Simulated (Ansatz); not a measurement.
Reaction: CH5OSi (SMILES OC[SiH2], doublet) → CH5OSi (SMILES O[CH][SiH3], doublet)
Each species at its own B3LYP-D3(BJ)/def2-TZVP minimum (Ansatz, a program for electronic structure), one conformer.

Total energies in hartree (Ansatz). Radicals and triplets start from unrestricted determinants; spin-orbit coupling is neglected. Correlated methods leave the cores frozen. No relativity.

```csv
species,HF/cc-pV(T+d)Z,CCSD(T)/cc-pV(T+d)Z,HF/cc-pV(Q+d)Z,CCSD(T)/cc-pV(Q+d)Z,CCSD(T)/cc-pV(D+d)Z,CCSDT(Q)/cc-pV(D+d)Z
"1: CH5OSi (SMILES OC[SiH2], doublet)",-404.57351,-405.14988,-404.58605,-405.19773,-404.98920,-404.99108
"2: CH5OSi (SMILES O[CH][SiH3], doublet)",-404.57989,-405.15099,-404.59288,-405.19915,-404.99127,-404.99325
```

Q: Work out the isomerisation energy (electronic) in kcal/mol: take Hartree-Fock from cc-pV(Q+d)Z, extrapolate the CCSD(T) correlation energy as X^-3 (X = 3, 4), and add CCSDT(Q) - CCSD(T) in cc-pV(D+d)Z. 1 hartree = 627.51 kcal/mol.

A: 
Species 1: correlation (64·(-0.61168) - 27·(-0.57637))/37 = -0.63745; step -0.00188; E1 = -404.58605 + (-0.63745) + (-0.00188) = -405.22538
Species 2: correlation (64·(-0.60627) - 27·(-0.57110))/37 = -0.63193; step -0.00198; E2 = -404.59288 + (-0.63193) + (-0.00198) = -405.22679
-1·E1 +1·E2 = -0.00141 hartree = -0.9 kcal/mol.
